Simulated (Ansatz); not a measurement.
**Redistribution: CHI3 + C4H9I → CI4 + C4H10**

Species: CHI3 (iodoform) `IC(I)I`, singlet; C4H9I (tert-butyl iodide) `CC(C)(C)I`, singlet; CI4 (tetraiodomethane) `IC(I)(I)I`, singlet; C4H10 (isobutane) `CC(C)C`, singlet. The partners trade H for I; both sit on C, so the bond types are kept.

Shapes, held fixed at every level: PBE0-D4/def2-TZVP. Programs: Ansatz 0.2.0. The zero-point and thermal change to 298 K, harmonic and unscaled (PBE0-D4/def2-TZVP), is -0.8 kJ/mol.

```json
{"level": "PBE-D4/def2-TZVPP", "kind": "GGA", "ΔH(298 K) (kJ/mol)": "+49.4", "less CCSD(T)/def2-TZVPP": "-8.6"}
{"level": "BHLYP-D4/def2-TZVPP", "kind": "global hybrid", "ΔH(298 K) (kJ/mol)": "+54.1", "less CCSD(T)/def2-TZVPP": "-3.9"}
{"level": "PBE0-D4/def2-TZVPP", "kind": "global hybrid", "ΔH(298 K) (kJ/mol)": "+55.1", "less CCSD(T)/def2-TZVPP": "-2.9"}
{"level": "wB97X-V/def2-TZVPP", "kind": "range-separated hybrid", "ΔH(298 K) (kJ/mol)": "+55.9", "less CCSD(T)/def2-TZVPP": "-2.1"}
{"level": "B2PLYP/def2-TZVPP", "kind": "double hybrid", "ΔH(298 K) (kJ/mol)": "+53.6", "less CCSD(T)/def2-TZVPP": "-4.4"}
{"level": "CCSD/def2-SVP", "kind": "coupled cluster or CI", "ΔH(298 K) (kJ/mol)": "+61.5", "less CCSD(T)/def2-TZVPP": "+3.5"}
{"level": "CCSD/def2-TZVPP", "kind": "coupled cluster or CI", "ΔH(298 K) (kJ/mol)": "+61.1", "less CCSD(T)/def2-TZVPP": "+3.1"}
{"level": "CCSD(T)/def2-TZVPP", "kind": "coupled cluster or CI", "ΔH(298 K) (kJ/mol)": "+58.0", "less CCSD(T)/def2-TZVPP": "0.0"}
```

The highest level, CCSD(T)/def2-TZVPP, gives ΔH(298 K) = +58.0 kJ/mol; the levels span +49.4 to +61.5. The column of differences is taken from that level and isn't an error. No measured value is set beside it here. For atoms past krypton def2 sets carry core potentials with scalar relativity. Correlated rows may include outer-core shells of I, which these sets cover unevenly.
